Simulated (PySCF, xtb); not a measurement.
disilanyl(fluoro)silane (FH₇Si₃), SMILES [SiH2](F)[SiH2][SiH3].

GFN2-xTB (xtb) at its own geometry gives an orbital gap of 3.90 eV and a dipole moment of 1.66 D.

Coordinates come from a B3LYP-D3(BJ)/def2-SVP optimisation. Other conformers were not sampled.

### Question
What does B3LYP/def2-TZVP (PySCF) give? (Estimate from the structure and the level; the computed values follow.)

### Answer
gap 6.71 eV (levels -7.81 and -1.10 eV), dipole 1.38 D.
